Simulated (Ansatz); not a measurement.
Calculated with Ansatz (gas phase, PBE0-D4/def2-TZVP geometries, no zero-point term in ΔE). CCSD(T)/CBS adds triple-zeta CCSD(T) − MP2 to the extrapolated MP2 energy (def2 sets, frozen cores). DFT in def2-TZVPP. For Zn outer-core shells are correlated without core-valence functions, which leaves a few kJ/mol of doubt a bond. Scalar relativity is left out up to krypton. One conformer a species, not always the lowest.

Consider the ligand exchange at a B–C bond: `B[CH](C)[ZnH]` + `OCF` → `BOCF` + `C[CH2][ZnH]`.

| level | ΔE (kJ/mol) |
| --- | --- |
| PBE-D4 | -65.3 |
| PBE | -67.9 |
| r2SCAN | -70.7 |
| CCSD(T)/def2-TZVPP | -74.8 |

(1) What does CCSD(T)/CBS give? (An estimate is asked.)

Largest T1 diagnostic among the species: 0.014.

## Answers

(1) Ansatz gave: -74.1 kJ/mol. The listed levels differ from it by 8.8, 6.2, 3.4, -0.7 kJ/mol.

In def2-TZVPP, CCSD(T) changes the Hartree–Fock value by +24.7 kJ/mol (the triples alone add +4.1 kJ/mol) and MP2 by +25.3 kJ/mol. The D4 term adds +4.1 kJ/mol with B3LYP and +2.2 kJ/mol with PBE0; it sums over pairs of atoms, weighted by their polarisabilities, and B3LYP, whose exchange is more repulsive, gets the larger term.

B3LYP here is the variant with VWN-RPA as its local correlation; programs differ in this.
